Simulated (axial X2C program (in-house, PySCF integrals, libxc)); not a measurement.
## Ge₂⁻: from the spin-free to the two-component result

All values were computed with an axial X2C code built on PySCF integrals. Spin-free means the one-electron spin-free X2C Hamiltonian; two-component (2c) means X2C with spin–orbit coupling and atomic mean-field two-electron Coulomb and Gaunt terms, so the difference of the two also holds small scalar two-electron terms. Basis: Ge dyall-acv3z [10s10p8d5f1g] (cores contracted in-house); Gaussian nuclei, density fitting, unrestricted open shells. Masses: Ge 73.921 u.

Spin-free state: M_S = 1/2, Λ = 1 (beyond evenly filled blocks: π+α, π+β, π-α); fragments Ge- + Ge.

```tsv
level	Re (Å)	ωe (cm⁻¹)	De (eV)
PBE0	2.287	318.3	3.316
LDA	2.280	309.1	4.328
```

Task: Within this multiplet, which Ω should lie lowest by the rule for regular and inverted multiplets?

Result: The open π shell holds three electrons, one hole, so the multiplet is inverted: Ω = Λ + 1/2 = 3/2. The PBE0 2c search agrees, though Ω = 1/2 of the search lies only 0.10 eV higher.

Two-component determinant lowest at the distance of the search:

Ω = 3/2 (⟨Sz⟩ = 0.50, ⟨Lz⟩ = 1.00 at PBE0); fragments Ge- + Ge.

```csv
level,Re (Å),ωe (cm⁻¹)
PBE0,2.287,317.9
LDA,2.279,308.7
```

Task: From the two tables, how do the constants change at the PBE0 level (2c against spin-free)?

Result: At the PBE0 level Re is unchanged within 0.001 Å and ωe falls by 0.4 cm⁻¹.

One determinant describes the state; a PBE0 search over occupations chose it and may have missed a lower one. De is counted from the lowest determinant-based energies of the atoms at the same level, without counterpoise correction. De is not given where an atomic determinant may have missed its ground term or J level, or where the truncated virtual space spoils (T). Density functionals use the spin component along the axis (collinear). PBE0 can misorder states that lie within some tenths of an eV, so this need not be the ground state of the molecule. The nearest other spin-free determinant of the search, M_S = 1/2, Λ = 0, lies 0.12 eV up at the distance of the search. The functionals have no current-density term, which raises determinants with orbital currents, atoms included. At some level and bond length an empty orbital lies below a filled one. The highest occupied level of some functionals is positive through self-interaction error; at Hartree–Fock it is bound.
